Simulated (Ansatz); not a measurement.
System: sum formula SiHF, net charge 0, singlet state. 
Structure (B3LYP-D3(BJ)/def2-TZVP (Ansatz, a quantum-chemistry and plane-wave program) minimum search):
```xyz
3

Si    -0.2468    -0.3148     0.4521
H     -0.9813    -1.2112    -0.5591
F      0.4929     0.6243    -0.6411
```
Charge 0, spin multiplicity 1.

Wanted: vertical triplet-singlet gap (E(triplet) - E(singlet); each state is the SCF solution reached for its spin; for the singlet the Hartree-Fock reference is unstable and T1 is 0.015), in kJ/mol. Correlated levels leave the core frozen unless marked. UHF or UKS for open shells. No spin-orbit coupling. Non-relativistic. CBS(X,Y): correlation extrapolated as X^-3; Hartree-Fock from the larger set.

```
level                                         program  vertical triplet-singlet gap (kJ/mol)
--------------------------------------------  -------  -------------------------------------
SVWN5/def2-TZVPD                               Ansatz                                      …
PBE/def2-TZVPD                                 Ansatz                                  157.0
r2SCAN/def2-TZVPD                              Ansatz                                  136.9
BHLYP/def2-TZVPD                               Ansatz                                      …
SCS-MP2/aug-cc-pV(D+d)Z                        Ansatz                                  175.7
SCS-MP2/aug-cc-pV(T+d)Z                        Ansatz                                  185.1
SCS-MP2/def2-TZVPPD                            Ansatz                                  184.5
SCS-MP2/def2-QZVPPD                            Ansatz                                  188.1
CCSD/aug-cc-pV(D+d)Z                           Ansatz                                  173.7
CCSD/aug-cc-pV(T+d)Z                           Ansatz                                      …
CCSD/def2-TZVPPD                               Ansatz                                      …
CCSD/def2-QZVPPD                               Ansatz                                  177.3
CCSD(T)/CBS(aug-cc-pV(T+d)Z,aug-cc-pV(Q+d)Z)   Ansatz                                  179.5
```

Some entries are withheld; supply them.


- SVWN5/def2-TZVPD, vertical triplet-singlet gap (kJ/mol): 168.5
- BHLYP/def2-TZVPD, vertical triplet-singlet gap (kJ/mol): 172.4
- CCSD/aug-cc-pV(T+d)Z, vertical triplet-singlet gap (kJ/mol): 176.9
- CCSD/def2-TZVPPD, vertical triplet-singlet gap (kJ/mol): 176.8
